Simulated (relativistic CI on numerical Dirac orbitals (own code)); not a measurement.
Input to a radial Dirac CI calculation:

```
atom Cd  Z=48  charge=46  electrons=2
nucleus A=114  rms_radius_fm=4.6087
hamiltonian dirac-coulomb  breit=on  qed=on  c_scale=1
orbitals kli  potential=per-configuration
slater_scale 1
correlation none
mixing on
configurations
  1s2
  1s 2p
  1p 2p
  1s 1p
end
```

Task: How did the run end?

Result: The self-consistent field of one configuration failed: SCF of 1p 2p ended with code -1.
